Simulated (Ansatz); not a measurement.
Mulliken charges of `O=C[SiH]1[BH][AlH]1` from r2SCAN/def2-TZVPP in Ansatz (PBE0-D4/def2-TZVP geometry).

```csv
atom,x (Å),y (Å),z (Å),charge (e)
O1,1.432,2.240,-0.044,-0.222
C2,0.826,1.222,-0.062,0.120
Si3,0.799,-0.381,-1.018,0.122
B4,-0.547,-1.471,-0.345,-0.191
Al5,-1.219,-0.223,1.088,0.334
H6,-0.073,1.170,0.802,-0.044
H7,1.850,-0.385,-2.068,-0.062
H8,-0.900,-2.561,-0.662,0.045
H9,-2.081,0.343,2.292,-0.101
```

Problem. By hand: the dipole of these point charges (1 e Å = 4.8032 D).

Solution. Σ q r = (-0.366, -0.368, 0.139) e Å, of length 0.537 e Å = 2.58 D.

Problem. How does the dipole of the full density compare? (Estimate.)

Solution. The calculation gave: (-0.250, -0.149, 0.158) e Å, 1.59 D; the point charges give 1.62 times that, at 19° from its direction.

Point charges leave out the atoms' own dipoles, such as those of lone pairs, and Mulliken's split depends on the basis, so the two needn't agree.
